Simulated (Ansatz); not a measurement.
Consider the ligand exchange at the Si–Se bond: `O[Si](O)(O)[SeH]` + dimethylamine → `CN(C)[Si](O)(O)O` + H₂Se.

Gas-phase electronic energies from Ansatz, PBE0-D4/def2-TZVP geometries. CCSD(T)/CBS adds triple-zeta CCSD(T) − MP2 to the extrapolated MP2 energy (def2 sets, frozen cores). DFT in def2-TZVPP. B3LYP here is the variant with VWN-RPA as its local correlation; programs differ in this. HSE06 is defined as in plane-wave codes. For Se outer-core shells are correlated without core-valence functions, which leaves a few kJ/mol of doubt a bond. Scalar relativity is left out up to krypton. One conformer a species, not always the lowest.

| level | ΔE (kJ/mol) | difference from CCSD(T)/CBS |
| --- | --- | --- |
| LDA (SPW92) | -5.3 | -2.4 |
| PBE-D4 | 5.0 | 7.9 |
| revPBE-D4 | 3.2 | 6.1 |
| BLYP-D4 | -4.1 | -1.2 |
| r2SCAN-D4 | -0.8 | 2.1 |
| B97M-V | -4.3 | -1.4 |
| B3LYP-D4 | -5.4 | -2.5 |
| r2SCANh-D4 | -1.3 | 1.6 |
| r2SCAN0-D4 | -2.0 | 0.9 |
| HSE06-D4 | 2.7 | 5.6 |
| CAM-B3LYP-D4 | -10.1 | -7.2 |
| ωB97X-V | -4.4 | -1.5 |
| ωB97M-V | -5.3 | -2.4 |
| B2PLYP | -2.1 | 0.8 |
| PBE-QIDH | 0.2 | 3.1 |
| PBE | 9.7 | 12.6 |
| revPBE | 15.3 | 18.2 |
| r2SCAN | 1.2 | 4.1 |
| B3LYP | 1.1 | 4.0 |
| r2SCANh | 0.7 | 3.6 |
| HSE06 | 6.6 | 9.5 |
| BHLYP | -3.6 | -0.7 |
| CAM-B3LYP | -5.9 | -3.0 |
| LC-ωPBE | 0.0 | 2.9 |
| RPA@PBE/def2-TZVPP | -11.6 | -8.7 |
| HF/def2-SVP | -10.3 | -7.4 |
| MP2/def2-SVP | -12.4 | -9.5 |
| CCSD/def2-SVP | -15.5 | -12.6 |
| CCSD(T)/def2-SVP | -15.6 | -12.7 |
| HF/def2-TZVPP | -2.8 | 0.1 |
| MP2/def2-TZVPP | -4.7 | -1.8 |
| SCS-MP2/def2-TZVPP | -6.1 | -3.2 |
| CCSD/def2-TZVPP | -8.4 | -5.5 |
| CCSD(T)/def2-TZVPP | -8.2 | -5.3 |
| HF/def2-QZVPP | -3.7 | -0.8 |
| MP2/def2-QZVPP | -2.0 | 0.9 |
| SCS-MP2/def2-QZVPP | -3.7 | -0.8 |
| HF/CBS(def2) | -3.9 | -1.0 |
| MP2/CBS(def2) | 0.6 | 3.5 |
| CCSD/CBS(def2) | -3.1 | -0.2 |
| CCSD(T)/CBS | -2.9 | 0 |

Question: What do rigid-rotor, harmonic-oscillator terms from PBE0-D4/def2-TZVP frequencies (298.15 K, 1 bar) make of the CCSD(T)/CBS value? (Best estimate.)

Answer: The calculation gave: ΔZPE = -11.1 kJ/mol, ΔH = -12.0 kJ/mol, ΔS = -10 J/(mol·K), ΔG = -9.0 kJ/mol. Modes under 50 cm⁻¹ make the entropy rough.

Largest T1 diagnostic among the species: 0.011.

At CCSD(T), def2-SVP lies −12.7 kJ/mol from the extrapolated value and def2-TZVPP −5.3 kJ/mol. From PBE to PBE0 (25 % exact exchange), in def2-TZVPP and without D4, ΔE moves by −3.2 kJ/mol. The D4 term adds −6.5 kJ/mol with B3LYP and −4.2 kJ/mol with PBE0; it sums over pairs of atoms, weighted by their polarisabilities, and B3LYP, whose exchange is more repulsive, gets the larger term.
